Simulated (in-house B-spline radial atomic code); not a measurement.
RPA and G0W0 on PBE0: Al2+

Configuration [Ne] 3s1, highest spin, mean-field start PBE0. Computed with an all-electron radial atomic-structure program (B-spline basis): all electrons, non-relativistic, point nucleus, each spin shell either full or empty, empty states to l = 9 with an (l + 1/2)⁻⁴ tail; G0W0 by contour deformation at full frequency.

RPA overbinds a lone outer s electron by self-correlation, and G0W0 tends to as well.

Command:
```bash
python run_gw.py task.json out
```
Settings (radii: box in bohr, nucleus in fm):
```
Z                        13
electrons                11
configuration            [Ne] 3s1
hamiltonian              nr
method                   pbe0
lmax                     9
spin_polarised           True
box_radius               17.55
intervals                48
ion_configuration        [He] 2s2 2p6
```

Time taken, with all properties: 1.9 s on 1 thread of Arm Neoverse V1 (shared host).

Energies (hartree):

```
                                     term       value
                         mean-field total  -241.34697
Hartree-Fock functional on these orbitals  -241.02661
                      direct second order    -0.70547
                    second-order exchange     0.26208
                         SOSEX correction     0.23931
```

What is the RPA correlation energy, and what remains with SOSEX?

RPA gives -0.62633 hartree (-1.55 eV per electron); RPA + SOSEX gives -0.38702, and the second-order doubles -0.44339 hartree (no singles). RPA lacks exchange-type terms and so overcorrelates at short range.

Quasi-particle levels (eV):

| level | occupied | mean field | Σx - vxc | Σc | QP weight | G0W0 |
| --- | --- | --- | --- | --- | --- | --- |
| 3s up | yes | -25.456 | -2.64 | ? | ? | ? |
| 3s down | no | -20.928 | 3.98 | -1.80 | 0.932 | -18.747 |

G0W0 = mean field + (Σx - vxc) + Σc, with Σc (partial-wave tail included) taken at the quasi-particle energy. Only the outer levels were computed. Levels of low weight are left out.

Where does G0W0 put 3s up?

At -29.113 eV, with Σc = -1.02 eV and a quasi-particle weight of 0.958. The tabulated removal energy is 28.448 eV (NIST, measured); the calculation leaves out relativity, Breit and QED terms, and what these don't explain is the method's own error.

What does it cost to remove one electron (to [He] 2s2 2p6) by differences of total energies, each species on its own start (correlation terms add to the Hartree-Fock functional)?

PBE0 28.684 eV, Hartree-Fock functional 28.018 eV, + RPA 28.953 eV, + RPA + SOSEX 28.347 eV, + second order 28.452 eV. Tabulated: 28.448 eV (NIST, measured); the calculation leaves out relativity, Breit and QED terms, and what these don't explain is the method's own error.
